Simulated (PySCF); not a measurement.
SMILES [I][Zn][I], singlet (CAM-B3LYP/def2-SVP optimised geometry):

```
3

Zn     0.000     0.000     0.000
I     -2.420     0.000     0.000
I      2.420     0.000     0.000
```

Method: CAM-B3LYP/def2-TZVP, def2 effective core potentials past Kr (PySCF 2.14.0).

What are the frontier orbital energies and the dipole moment?

HOMO-2 -9.43 eV, HOMO-1 -9.05 eV, HOMO -9.05 eV, LUMO -1.04 eV, LUMO+1 0.02 eV; dipole moment 0.00 D.

On the same geometry PBE/def2-TZVP, def2 effective core potentials past Kr (PySCF) gives HOMO-2 -7.05 eV, HOMO-1 -6.72 eV, HOMO -6.72 eV, LUMO -2.75 eV, LUMO+1 -1.51 eV; dipole moment 0.00 D.
